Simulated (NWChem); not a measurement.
Species: trimethylarsine (C3H9As); SMILES C[As](C)C

Computed with NWChem. Geometry: optimised at PBE0/def2-SVP. Total energies compare along this basis series because the functional is fixed.

```csv
level,basis functions,energy (Ha),highest occupied level (eV),orbital gap (eV),dipole (D)
PBE/STO-3G,42,-2328.3645,[?],[?],0.88
PBE/def2-SVP,119,-2354.7320,-5.31,6.00,0.97
PBE/def2-SVPD,170,-2354.7418,-5.43,5.50,0.98
PBE/def2-TZVP,195,-2355.1443,-5.40,5.74,0.91
PBE/def2-TZVPD,246,-2355.1454,-5.45,5.19,0.97
PBE/def2-TZVPP,267,-2355.1475,-5.40,5.74,0.91
```

Task: Some entries are withheld; supply them.

Result: 
- PBE/STO-3G, highest occupied level (eV): -2.96
- PBE/STO-3G, orbital gap (eV): 8.25
